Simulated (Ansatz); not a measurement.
Basis sets compared for the cluster H9Au5⁺. Charge 1, multiplicity 2. Geometry PBE-D4/def2-SVP. Ansatz on 4 threads of Arm Neoverse V2 on a shared host; times are rough, and most runs start from earlier orbitals.

Cartesian coordinates in Å:
```
Au -0.371 1.886 1.103
Au 0.581 -0.495 0.136
Au 0.135 -2.985 -3.161
Au -1.376 4.054 2.448
Au 1.530 -2.932 -0.767
H 1.522 -4.070 -1.963
H -2.333 5.587 2.442
H -0.100 2.957 2.481
H -0.430 0.857 -0.279
H -0.897 -2.279 -4.153
H 2.569 -3.896 -0.013
H -2.799 5.065 2.914
H 1.655 -1.831 0.582
H 0.314 -1.918 -1.771
```

In the def2 sets Au takes a core potential; there is no spin–orbit coupling. In the doublet, H7 and H12 lie 0.84 Å apart (atoms count from 1), so H2 has formed as a molecule. Another isomer (doublet) lies 0.14 eV lower at PBE0-D4/def2-TZVP; other spin states weren't run for this one.

```csv
level,functions,energy (Eh),HOMO (eV),LUMO (eV),wall time
PBE-D4/def2-SVP,205,-684.0012,-9.61,-9.02,7.5 s
PBE0-D4/def2-SVP,205,-683.7598,-10.62,-8.30,11 s
```

(1) Estimate the rows for PBE-D4/def2-TZVP (with forces), PBE0-D4/def2-TZVP.

Results:

(1) 
| level | functions | energy (Eh) | HOMO (eV) | LUMO (eV) | wall time |
| --- | --- | --- | --- | --- | --- |
| PBE-D4/def2-TZVP (with forces) | 254 | -684.0649 | -9.67 | -9.08 | 9.5 s |
| PBE0-D4/def2-TZVP | 254 | -683.8233 | -10.68 | -8.34 | 23 s |
